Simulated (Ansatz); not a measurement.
`BB[SiH3]` + `C/N=C(/O)F` → `FBB[SiH3]` + `C/N=C/O` at 700 K and 1 bar (formal exchange of groups at a B–H bond).

Gas-phase electronic energies from Ansatz, PBE0-D4/def2-TZVP geometries. CBS: MP2 limit from def2 TZ/QZ plus the TZ coupled-cluster correction, frozen cores. Double bonds are as drawn, so ΔE can hold a change between cis and trans. Each species was taken in one conformer, which may not be the lowest.

```
     species  CCSD(T)/CBS energy (Eh)  H − E (kJ/mol)  S (J/(mol·K))
  `BB[SiH3]`               -342.20223           214.0          417.5
`C/N=C(/O)F`               -308.16083           236.8          398.6
 `FBB[SiH3]`               -441.45936           205.7          443.3
   `C/N=C/O`               -208.96897           250.2          366.5
```

H − E and S are ideal-gas, rigid-rotor, harmonic terms from PBE0-D4/def2-TZVP, for one conformer and one mirror image of each species. 1 Eh = 2625.50 kJ/mol, R = 8.31446 J/(mol·K).

Question: By hand: ΔE, ΔH, ΔS and ΔG.

Answer: ΔE = (-441.45936) + (-208.96897) − (-342.20223) − (-308.16083) = -0.06527 Eh = -171.4 kJ/mol. Δ(H − E) = 205.7 + 250.2 − 214.0 − 236.8 = 5.1, so ΔH = -166.3 kJ/mol. ΔS = 443.3 + 366.5 − 417.5 − 398.6 = -6.3 J/(mol·K). ΔG = -166.3 − 700 × (-6.3)/1000 = -161.9 kJ/mol.

Question: By hand: the equilibrium constant, and the temperature at which ΔG would vanish if ΔH and ΔS stayed fixed.

Answer: log₁₀ K = −ΔG/(RT ln 10) = 12.1. ΔG = 0 at ΔH/ΔS = 26397 K, far beyond where these terms or the molecules hold.

The number of gas molecules stays the same, so ΔS is small and ΔH decides. A doubt of 5 kJ/mol in ΔE shifts log₁₀ K by 0.4 here. Other conformers and mirror images would add mixing entropy, several J/(mol·K) or more a flexible species. Modes under 60 cm⁻¹, often nearly free rotors, make the harmonic entropy too high. These are equilibria of isolated gas molecules and say nothing of rates. Largest T1 diagnostic: 0.015 (customary marks: 0.02 for closed shells, 0.045 for open ones).
